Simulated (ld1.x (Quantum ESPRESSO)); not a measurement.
Ranking TM potentials for oxygen (O)

All share these settings but for the change named:

- Element: oxygen
- Generator: ld1.x (Quantum ESPRESSO) 7.5
- Type: norm-conserving Troullier–Martins (Kleinman–Bylander form)
- Functional: LDA (PZ)
- Relativity: scalar-relativistic
- Frozen core: [He]
- Valence charge: 6
- Reference configuration: 2s2 2p4
- Partial waves: 2p (bound): rc 1.10 bohr; 3d channel at 0.25 Ry: rc 1.15 bohr; 2s (bound): rc 0.60 bohr
- Local potential: the s channel
- Core correction: Bessel-smoothed model core inside 0.30 bohr

Test errors are all-electron minus pseudo excitation energies from the reference, over 2s2 2p3; 2s2 2p2; 2s2 2p1; 2s2 2p4.3; 2s2 2p3.5; 2s0 2p6; 2s1 2p5. None of these files shows a bound ghost.

The base gives 191.3 meV.

Of 7 variants that were run, those that failed, showed a ghost or another fault, or gave nearly equal values are left out.

A variant can come out equal or close to the base, since the largest error may sit in a test that the change hardly touches while other tests move.

Task: Rank these variants by their largest absolute test error, smallest first.
A. all radii but the core radius scaled by about 1.09 (s 0.66, p 1.20, d 1.26 bohr)
B. all radii but the core radius scaled by about 1.19 (s 0.72, p 1.30, d 1.36 bohr)
C. all radii but the core radius scaled by about 0.95 (s 0.56, p 1.04, d 1.10 bohr)
D. all radii but the core radius scaled by about 1.30 (s 0.78, p 1.42, d 1.50 bohr)
E. all radii but the core radius scaled by about 1.38 (s 0.82, p 1.52, d 1.58 bohr)

Result: C (170.4 meV), A (253.8 meV), B (401.8 meV), D (564.9 meV), E (786.0 meV).
